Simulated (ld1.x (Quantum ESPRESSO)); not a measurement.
What the settings do to the TM potential of manganese

Base potential:

| Property | Result |
| --- | --- |
| Element | Mn (Z = 25) |
| Generator | ld1.x (Quantum ESPRESSO) 7.5 |
| Type | norm-conserving Troullier–Martins (Kleinman–Bylander form) |
| Functional | PBEsol |
| Relativity | non-relativistic |
| Frozen core | [Ar] |
| Valence charge | 7 |
| Reference configuration | 3d5 4s1.5 4p0.5 |
| Partial waves | 4s (bound): rc 2.65 bohr; 4p (bound): rc 3.35 bohr; 3d (bound): rc 1.40 bohr; 4f channel at 0.45 Ry: rc 2.85 bohr |
| Local potential | all-electron potential smoothed inside 1.10 bohr (lloc = -1) |
| Core correction | a·sin(br)/r model core inside 1.10 bohr |

All-electron outer shells of the reference configuration (PBEsol, non-relativistic, ld1.x):

| shell | level (eV) | outermost node (bohr) | outermost maximum (bohr) |
| --- | --- | --- | --- |
| 3p | -55.00 | 0.31 | 0.75 |
| 3d | -7.82 | – | 0.75 |
| 4s | -5.55 | 1.06 | 2.51 |
| 4p | -1.77 | 1.16 | 3.34 |

Cutoffs, loose and tight: the cutoffs (Ry, on a coarse ladder) from which the occupation-weighted sum of valence levels, in a spherical-Bessel basis at the reference potential, stays within 10 and 1 mRy of its value at 400 Ry. They do not see the model core or the augmentation charge, which bear on the density cutoff. Test errors are all-electron minus pseudo excitation energies from the reference, over the configurations 3d5 4s2 4p0; 3d5 4s1 4p0; 3d5 4s0 4p0; 3d5.5 4s1.5 4p0; 3d5 4s0 4p2; 3d5 4s1 4p1; 3d4 4s2 4p1. A dash means not determined; rows that change the core or the reference have their own tests. The largest error is taken over the tests solved by every variant that gives reliable tests at all: 3d5 4s0 4p0; 3d5 4s1 4p0; 3d5 4s1 4p1; 3d5 4s2 4p0.

A true bound ghost makes a file unfit for plane-wave use even where its test errors are small: the radial tests pick states by their node count and pass the ghost by. Where a test does run into it, the solver fails or the error is huge.

```csv
change,outcome,"cutoff, loose","cutoff, tight",bound ghosts,largest test error (meV)
base,generated,110 Ry,140 Ry,"s, p",-39
local potential all-electron potential smoothed inside 1.46 bohr (lloc = -1),generated,110 Ry,140 Ry,s,-40
local potential all-electron potential smoothed inside 1.84 bohr (lloc = -1),generated,110 Ry,140 Ry,s,-40
local potential all-electron potential smoothed inside 2.42 bohr (lloc = -1),generated,110 Ry,140 Ry,none,-40
local potential all-electron potential smoothed inside 2.96 bohr (lloc = -1),generated,110 Ry,140 Ry,none,-42
local potential all-electron potential smoothed inside 3.44 bohr (lloc = -1),generated,110 Ry,140 Ry,none,-44
local potential all-electron potential smoothed inside 3.74 bohr (lloc = -1),generated,110 Ry,140 Ry,none,-47
```

Reading the sweep of the rcloc (base included, trends over the rows without a ghost): The loose cutoff stays near 110 Ry. The median size of the test errors (rows with all tests solved) rises from 3.3 meV at 2.42 to 6.8 meV at 3.74 bohr. Bound ghosts are found at 1.1, 1.46, 1.84 bohr.
